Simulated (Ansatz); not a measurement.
```yaml
crystal:
  periodic: [false, false, false]
  atoms:
    - {symbol: C, position_ang: [0.013505, 0.608723, -2.344079]}
    - {symbol: C, position_ang: [0.208628, 0.459347, -1.162138]}
    - {symbol: Si, position_ang: [0.488179, 0.217714, 0.636599]}
    - {symbol: N, position_ang: [-0.593303, -0.863763, 1.407286]}
    - {symbol: H, position_ang: [-0.156622, 0.742451, -3.387934]}
    - {symbol: H, position_ang: [0.346428, 1.546736, 1.276921]}
    - {symbol: H, position_ang: [1.862389, -0.315283, 0.791099]}
    - {symbol: H, position_ang: [-0.527632, -1.851247, 1.217998]}
    - {symbol: H, position_ang: [-1.553172, -0.591078, 1.547147]}
basis:
  gaussian: {orbitals: def2-SVP}
total_charge: -1
magnetization: {spin_polarized: true, initial_magnetization: 1}
hamiltonian: {xc: {name: HF}}
correlation: {active_space: {window: {electrons: 2, orbitals: 1}}}
output: {forces: true}
```

```sh
$ ansatz run in.yaml --threads 2 --pin off --events-out ev --progress --plain --max-ram 4352MiB
```

**Question.** How does Ansatz answer? (Estimate.)

**Answer.** The calculation gave: The program refused the input.
```
Error: invalid value for `correlation.active_space`: it starts from restricted Hartree–Fock orbitals; set hamiltonian.xc: hf without magnetization.spin_polarized
```
